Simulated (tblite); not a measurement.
Run record: tight-binding relaxation, `[GeH3][O][C@@H]1[C@@H]([SiH2]1)CCC`.

Computed with GFN2-xTB geometry optimisation, gas phase (tblite 0.8.0). Start geometry: from a force field or distance geometry. A driver script takes a list of jobs; this job's settings line and coordinates (Å) are shown.

Command:
```bash
OMP_NUM_THREADS=1 python probes_run.py task.json out
```

Input:
```
{"job": {"kind": "relax", "xc": "GFN2-xTB", "basis": "xTB"}, "charge": 0, "multiplicity": 1}
C     -2.967800     1.341300    -0.050600
C     -1.856600     0.565400    -0.729900
C     -1.212700    -0.447300     0.252900
C     -0.109400    -1.231700    -0.457300
Si     1.092800    -2.071700     0.763400
C      1.258400    -0.653300    -0.500600
O      1.354400     0.623000     0.084800
Ge     3.108700     1.024200     0.203100
H     -3.770700     0.650400     0.295600
H     -2.588600     1.913400     0.823600
H     -3.417600     2.058800    -0.777800
H     -2.267100     0.019000    -1.599800
H     -1.083600     1.277300    -1.065900
H     -1.995400    -1.163900     0.582800
H     -0.849000     0.096700     1.153800
H     -0.392600    -1.872800    -1.303700
H      1.878100    -3.208200     0.264600
H      1.209100    -1.510900     2.108900
H      1.777900    -0.818300    -1.464500
H      3.839400    -0.058200     1.043800
H      3.266800     2.405400     0.889400
H      3.715100     1.080900    -1.222300
```

Output:
```
step      E/eV     max force
  0    -694.15025    1.537
  1    -694.29441    1.144
  2    -694.44033    0.629
  3    -694.46755    0.383
  4    -694.49702    0.311
  5    -694.51014    0.294
  6    -694.52650    0.319
  7    -694.53660    0.263
  8    -694.54681    0.233
  9    -694.55505    0.235
... (207 lines left out)
217    -694.72730    0.024
218    -694.72745    0.031
219    -694.72758    0.028
220    -694.72767    0.021
221    -694.72774    0.017
222    -694.72780    0.018
223    -694.72785    0.015
224    -694.72790    0.016
225    -694.72794    0.012
226    -694.72797    0.009
```

«max force» is the largest atomic force in eV/Å.

From which step on does the largest force stay under 0.1 eV/Å, and how much energy is left to gain from there?

From step 177 (0.096 eV/Å), 20.9 meV above the end.

Main results: energy lowered by 13.3 kcal/mol over 226 steps; largest atomic force 0.009 eV/Å at the end.

Where do the atoms end?

0.943 Å rms from the input after alignment:
```
atom  x, y, z in Å
C1    -2.5272    1.5338    0.1123
C2    -1.7352    0.4647   -0.6287
C3    -0.9811   -0.4526    0.3354
C4    -0.0955   -1.4218   -0.4123
Si5    1.4335   -2.2314    0.3440
C6     1.2375   -0.9123   -0.9985
O7     1.5907    0.4334   -0.8537
Ge8    2.4149    1.2556    0.4327
H9    -3.2453    1.0783    0.7918
H10   -1.8565    2.1640    0.6934
H11   -3.0694    2.1646   -0.5886
H12   -2.4113   -0.1371   -1.2415
H13   -1.0153    0.9426   -1.2951
H14   -1.6982   -1.0029    0.9516
H15   -0.3729    0.1610    1.0051
H16   -0.6644   -2.0058   -1.1321
H17    1.8299   -3.5626   -0.0750
H18    1.8711   -1.7523    1.6464
H19    1.3858   -1.1916   -2.0409
H20    1.5964    1.3077    1.6993
H21    2.5732    2.6022   -0.1828
H22    3.7288    0.5820    0.7315
```

The run took 3.7 s on an Arm Neoverse N1 with one thread, no GPU, shared host.
Labels such as C1 count atoms from 1, the log's own numbers from 0.
